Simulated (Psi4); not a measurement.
C₄H₃S, charge -1, singlet, at a GFN2-xTB geometry (a gas-phase anion, which may not be bound at this level); MP2/6-311G** run with Psi4.

Psi4 was given this input:
```
memory 2 GB

molecule {
-1 1
  S    -0.00537468   -0.04815724    1.21841919
  C     0.01986202    1.30772605   -0.16320033
  C    -0.01696070   -1.17565525   -0.08708173
  C     0.01720962    0.81295480   -1.37105401
  C    -0.00405720   -0.62093181   -1.32562868
  H     0.03299419    2.30566269    0.24093354
  H    -0.03341327   -2.22952851    0.16092592
  H    -0.00990838   -1.25018105   -2.21477794
}

set basis 6-311g**
set freeze_core true
set mp2_type conv
set scf_type pk
set puream true
set d_convergence 1e-8

energy('mp2')
print_variables()
```

Problem. Predict the main parts of the log of this Psi4 run.

Solution. 
```
   => Loading Basis Set <=

    Name: 6-311G**
    Role: ORBITAL
    Keyword: BASIS

         ---------------------------------------------------------
                                   SCF
               by Justin Turney, Rob Parrish, Andy Simmonett
                          and Daniel G. A. Smith
                              RHF Reference
         ---------------------------------------------------------

  ==> Geometry <==

    Molecular point group: c1
    Full point group: C1

    Geometry (in Angstrom), charge = -1, multiplicity = 1:

       Center              X                  Y                   Z               Mass
    ------------   -----------------  -----------------  -----------------  -----------------
         S           -0.005499951250    -0.062208656045     1.197156561863    31.972071174400
         C            0.019736748750     1.293674633955    -0.184462958137    12.000000000000
         C           -0.017085971250    -1.189706666045    -0.108344358137    12.000000000000
         C            0.017084348750     0.798903383955    -1.392316638137    12.000000000000
         C           -0.004182471250    -0.634983226045    -1.346891308137    12.000000000000
         H            0.032868918750     2.291611273955     0.219670911863     1.007825032230
         H           -0.033538541250    -2.243579926045     0.139663291863     1.007825032230
         H           -0.010033651250    -1.264232466045    -2.236040568137     1.007825032230

  Running in c1 symmetry.

  Rotational constants: A =      0.27509  B =      0.17395  C =      0.10657 [cm^-1]
  Rotational constants: A =   8246.97843  B =   5214.90796  C =   3194.74049 [MHz]
  Nuclear repulsion =  188.720440641350990

  Charge       = -1
  Multiplicity = 1
  Electrons    = 44
  Nalpha       = 22
  Nbeta        = 22

  ==> Algorithm <==

  SCF Algorithm Type is PK.
  DIIS enabled.
  MOM disabled.
  Fractional occupation disabled.
  Guess Type is SAD.
  Energy threshold   = 1.00e-08
  Density threshold  = 1.00e-08
  Integral threshold = 1.00e-12

  ==> Primary Basis <==

  Basis Set: 6-311G**
    Blend: 6-311G**
    Number of shells: 56
    Number of basis functions: 116
    Number of Cartesian functions: 121
    Spherical Harmonics?: true
    Max angular momentum: 2

  ==> Integral Setup <==

  Using in-core PK algorithm.
   Calculation information:
      Number of atoms:                   8
      Number of AO shells:              56
      Number of primitives:            109
[...]
  @RHF Final Energy:  -550.68298045673362
    Total Energy =                       -550.6829804567336168
  DIE_IF_NOT_CONVERGED          => (empty)
[...]
  WRITER_FILE_LABEL             => (empty)
  ZORA_BASIS_TOLERANCE          => (empty)
  ZORA_NR_DEBUG                 => (empty)
  ZORA_PRUNING_SCHEME           => (empty)
  ZORA_RADIAL_POINTS            => (empty)
  ZORA_SPHERICAL_POINTS         => (empty)

 ==============================================================================
 ==============================================================================
 ==============================================================================

                             MP2
                    Program Written by Ugur Bozkaya,
              Additional Contributions by J. P. Misiewicz

 ==============================================================================
 ==============================================================================
 ==============================================================================

	MO spaces per irreps...

	IRREP   FC    OCC   VIR  FV
	==============================
	   A     9    13    94    0
	==============================

	Cost of iabc is    136 MB
	Cost of abcd is    592 MB
	Switching to the incore algorithm for iabc..
	Switching to the incore algorithm for abcd..

	Computing MP2 energy using SCF MOs (Canonical MP2)...
	==============================================================================
	Nuclear Repulsion Energy (a.u.)    :   188.72044064135099
	SCF Energy (a.u.)                  :  -550.68298045673362
	REF Energy (a.u.)                  :  -550.68298045673362
	Alpha-Alpha Contribution (a.u.)    :    -0.09307216747538
	Alpha-Beta Contribution (a.u.)     :    -0.51053351549323
	Beta-Beta Contribution (a.u.)      :    -0.09307216747538
	Scaled_SS Correlation Energy (a.u.):    -0.06204811165025
	Scaled_OS Correlation Energy (a.u.):    -0.61264021859188
	SCS-MP2 Total Energy (a.u.)        :  -551.35766878697575
	SOS-MP2 Total Energy (a.u.)        :  -551.29562067532549
	SCSN-MP2 Total Energy (a.u.)       :  -551.01059448624699
	SCS-MP2-VDW Total Energy (a.u.)    :  -551.42953552404038
	SOS-PI-MP2 Total Energy (a.u.)     :  -551.39772737842418
	MP2 Correlation Energy (a.u.)      :    -0.69667785044399
	MP2 Total Energy (a.u.)            :  -551.37965830717758
	==============================================================================

  Variable Map:
  ----------------------------------------------------------------------------
[...]
  Array Variable Map:
  ----------------------------------------------------------------------------
[...]
[...]
```
